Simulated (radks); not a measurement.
Task: Radial electron density D(r) = 4 pi r^2 rho(r) of an atom or ion with 19 electrons. Calculated with a radial shooting solver on a logarithmic mesh with Libxc functionals: Dirac Kohn-Sham, PBE, spin-unpolarised, spherical densities, finite nucleus; Fermi nuclear charge, rms radius of each element as measured or else 0.836 A^(1/3) + 0.57 fm.

```
   r/bohr * D(r) (the largest magnitude, 26.3, reaches the edge; | marks zero)
 0.003472 | *
 0.004449 |  *
 0.005701 |   *
 0.007306 |      *
 0.009362 |         *
    0.012 |              *
  0.01537 |                    *
   0.0197 |                           *
  0.02525 |                                    *
  0.03235 |                                            *
  0.04146 |                                                  *
  0.05312 |                                                   *
  0.06808 |                                               *
  0.08724 |                                         *
   0.1118 |                                     *
   0.1433 |                                        *
   0.1836 |                                                *
   0.2352 |                                                      *
   0.3015 |                                                *
   0.3863 |                                *
    0.495 |                  *
   0.6344 |              *
   0.8129 |                 *
    1.042 |                 *
    1.335 |            *
    1.711 |     *
    2.192 | *
    2.809 *
      3.6 *
    4.613 *
    5.911 *
```

What is the nuclear charge?

Result: Z = 21. The innermost maximum, from 1s, lies near gamma/Z bohr with gamma = sqrt(1 - (Z/c)^2) = 0.988, here 0.0471 bohr (found: 0.0502), and its height grows with Z. The density is that of the scandium ion Sc2+ in [Ar] 3d1; the configuration itself is not fixed sharply by these data, and Z only to about a unit. D(r) has 3 maxima, at r = 0.0502, 0.239, 0.939 bohr, and minima at 0.115, 0.614 bohr, inside which lie 2.15, 10.41 electrons.
